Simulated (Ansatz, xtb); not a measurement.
Molecule: LuF₃, charge 0, multiplicity 3. The spin state was set by rule; other spins were not relaxed. 
Structure (B3LYP-D3(BJ)/def2-TZVP (Ansatz, a program for electronic structure) minimum search):
```
Lu
F 1 2.0447
F 1 2.0447 2 119.56
F 1 2.0451 2 120.22 3 180.00
```
Charge 0, spin multiplicity 3.

Harmonic wavenumbers from GFN2-xTB (xtb, at its own minimum), cm⁻¹: 97, 97, 138, 206, 206, 258.

### Question
Give the harmonic wavenumbers at B3LYP-D3(BJ)/def2-TZVP (Ansatz, finite differences of forces, unscaled).

### Answer
20, 22, 48, 295, 296, 432 cm⁻¹. Zero-point energy 1.6 kcal/mol.
